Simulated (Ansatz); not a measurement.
C2H6BFO (`OCBCF`) at its PBE0-D4/def2-TZVP geometry, where that method's forces vanish. The species carries charge 0 and has multiplicity 1.

```xyz
11

O     0.1584    1.1933   -0.7890
C     0.6800   -0.1612   -1.1410
B    -0.4756   -0.2280   -0.1087
C    -0.1551   -0.3298    1.4283
F    -1.1749    0.1886    2.2292
H    -0.4479    1.4889   -1.4764
H     0.5345   -0.3845   -2.1937
H     1.7254   -0.1918   -0.8485
H    -1.5921   -0.3862   -0.5130
H    -0.0225   -1.3831    1.7115
H     0.7697    0.1939    1.7012
```

Question: What forces (eV/Å) does B3LYP-D4/def2-TZVPP give on these atoms in Ansatz 0.2.0? (Best estimate.)

Answer: Computed: 
```
O1  -0.090  0.471 -0.059
C2   0.211 -0.342 -0.125
B3  -0.204 -0.190  0.030
C4   0.351 -0.200 -0.183
F5  -0.303  0.159  0.243
H6   0.009  0.072  0.003
H7   0.025  0.015  0.069
H8  -0.067 -0.012 -0.033
H9   0.116  0.007  0.054
H10 -0.001  0.051  0.002
H11 -0.047 -0.031 -0.002
```

B3LYP here is the variant with VWN-RPA as its local correlation; programs differ in this.
